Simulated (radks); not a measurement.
Sn30+, 20 electrons, occupied as [Ar] 3d2. Calculated with a radial shooting solver on a logarithmic mesh with Libxc functionals: scalar-relativistic Kohn-Sham, PBE, spin-polarised, spherical densities, point nucleus; open shells are filled with parallel spins first (spin-orbit coupling, left out, can overturn this in heavy ions).

Normalised radial functions P(r) = r R(r), r in bohr:

r           3p up  3d down    4s up
0.003336   0.0216   0.0002   0.2153
0.004781   0.0406   0.0005   0.2776
0.006798   0.0748   0.0014   0.3427
0.009744   0.1374   0.0039   0.4004
0.01397    0.2455   0.0105   0.4229
0.02002    0.4199   0.0274   0.3687
0.02869    0.6715   0.0692   0.1904
0.04113    0.9680   0.1654  -0.1299
0.05895    1.1788   0.3669  -0.5066
0.08449    1.0436   0.7331  -0.6829
0.1211     0.2956   1.2684  -0.3276
0.1736    -0.9557   1.8025   0.5186
0.2488    -1.9237   1.9618   0.9808
0.3538    -1.7765   1.4889   0.1128
0.5071    -0.8297   0.6723  -1.3203
0.7268    -0.1666   0.1460  -1.3563
1.042     -0.0105   0.0110  -0.4284
1.493     -0.0001   0.0002  -0.0361

3p up: eigenvalue -1905.0 eV, 1 radial node at r = 0.133 bohr, <r> = 0.306 bohr, 90 % of the charge inside 0.455 bohr. 3d down (empty): eigenvalue -1706.8 eV, 0 radial nodes, <r> = 0.275 bohr, 90 % of the charge inside 0.422 bohr. 4s up (empty): eigenvalue -1021.2 eV, 3 radial nodes at r = 0.0361, 0.141, 0.363 bohr, <r> = 0.610 bohr, 90 % of the charge inside 0.859 bohr.
